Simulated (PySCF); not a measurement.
# Threshold energies of SiAs in a plasma

CCSD(T) in PySCF with def2-TZVPPD on every atom, for the lowest determinant that a PBE0 search found; no spin–orbit coupling.

| species | state (unpaired electrons) | Re (Å) | ωe (cm⁻¹) | energy of the minimum from the neutral (eV) | De (eV) | dissociates to |
| --- | --- | --- | --- | --- | --- | --- |
| SiAs | doublet (π ↑) | 2.190 | 489 | 0.00 | 3.13 | Si + As |
| SiAs⁺ | triplet (π ↑↑) | 2.327 | 405 | 8.55 | 2.69 | Si⁺ + As |

Work out the lowest energy to break SiAs into atoms, from its vibrational ground state.

D0 = De − ωe/2 = 3.13 − 0.03 = 3.10 eV (CCSD(T)/def2-TZVPPD).

Work out the ionisation energy of the Si atom at this level and the threshold of dissociative ionisation.

IE(Si) = 8.55 + 2.69 − 3.13 = 8.11 eV, so Si⁺ + As + e⁻ appears at D0 + IE(Si) = 11.21 eV (CCSD(T)/def2-TZVPPD). The measured IE(Si) is 8.152 eV (NIST ASD).

These are thermodynamic thresholds; the onsets seen under electron impact lie higher where the geometry changes, and cross-sections peak well above them.

Correlated steps freeze 14 core orbitals. UHF and ROHF references stand side by side, which adds small steps between rows. Spin–orbit coupling is left out. For an ion De counts to the pair picked by the measured ionisation energies or electron affinities, which need not be the lowest pair at this level. States were picked by a PBE0 search and need not be the measured ground states.
